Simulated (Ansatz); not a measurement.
`CC(=S)CCl` + `S[SiH2]Cl` → `S[SiH](Cl)CCl` + `CC=S`  (formal exchange of groups at a C–C bond)

Calculated with Ansatz (gas phase, PBE0-D4/def2-TZVP geometries, no zero-point term in ΔE). CBS: MP2 limit from def2 TZ/QZ plus the TZ coupled-cluster correction, frozen cores. DFT in def2-TZVPP. B3LYP here is the variant with VWN-RPA as its local correlation; programs differ in this. HSE06 is defined as in plane-wave codes. Each species was taken in one conformer, which may not be the lowest.

```csv
level,ΔE (kJ/mol),difference from CCSD(T)/CBS
LDA (SPW92),-12.6,9.5
PBE-D4,-19.5,2.6
revPBE-D4,-18.6,3.5
BLYP-D4,-20.7,1.4
r2SCAN-D4,-19.8,2.3
B97M-V,-20.6,1.5
B3LYP-D4,-21.6,0.5
r2SCANh-D4,-20.3,1.8
BHLYP-D4,-23.1,-1.0
CAM-B3LYP-D4,-20.6,1.5
ωB97X-V,-20.3,1.8
ωB97M-V,-23.0,-0.9
B2PLYP,-20.1,2.0
PBE-QIDH,-19.7,2.4
PBE,-18.5,3.6
revPBE,-20.1,2.0
BLYP,-19.3,2.8
r2SCAN,-19.5,2.6
PBE0,-19.6,2.5
B3LYP,-20.0,2.1
r2SCANh,-19.9,2.2
r2SCAN0,-20.4,1.7
HSE06,-19.5,2.6
BHLYP,-20.4,1.7
CAM-B3LYP,-19.4,2.7
LC-ωPBE,-21.5,0.6
RPA@PBE/def2-TZVPP,-19.2,2.9
HF/def2-SVP,-13.6,8.5
MP2/def2-SVP,-5.8,16.3
CCSD/def2-SVP,-8.6,13.5
HF/def2-TZVPP,-20.4,1.7
MP2/def2-TZVPP,-19.1,3.0
SCS-MP2/def2-TZVPP,-18.9,3.2
CCSD/def2-TZVPP,-21.4,0.7
CCSD(T)/def2-TZVPP,-20.5,1.6
HF/def2-QZVPP,-20.5,1.6
SCS-MP2/def2-QZVPP,-19.8,2.3
HF/CBS(def2),-20.5,1.6
MP2/CBS(def2),-20.6,1.5
CCSD/CBS(def2),-23.0,-0.9
CCSD(T)/CBS,-22.1,0
```

Task: What do rigid-rotor, harmonic-oscillator terms from PBE0-D4/def2-TZVP frequencies (298.15 K, 1 bar) make of the CCSD(T)/CBS value? (Estimate.)

Result: Computed: ΔZPE = +1.6 kJ/mol, ΔH = -19.1 kJ/mol, ΔS = 3 J/(mol·K), ΔG = -19.9 kJ/mol.

Largest T1 diagnostic among the species: 0.016.

Leaving LDA and LC-ωPBE aside and taking each functional with its dispersion term where it has one, the values spread over 4.5 kJ/mol, from BHLYP-D4 to revPBE-D4. LDA lies +5.9 kJ/mol from PBE without D4. At CCSD(T), def2-SVP lies +15.2 kJ/mol from the extrapolated value and def2-TZVPP +1.6 kJ/mol.
